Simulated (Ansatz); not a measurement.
Q: Name a neutral molecule of C, Mo, O, S and H with HOMO energy (PBE/def2-TZVPP) between -5.70 and -5.40 eV and LUMO energy (PBE0/def2-TZVPP) between -1.85 and -1.55 eV (Ansatz, PBE0-D4/def2-TZVP geometry).

A: `C[S+](C)[Mo-6]([C]#[O+])([C]#[O+])([C]#[O+])([C]#[O+])[C]#[O+]` (-5.46 eV, -1.71 eV). Other molecules can fit too; these were computed, each in one conformer that needn't be the lowest.
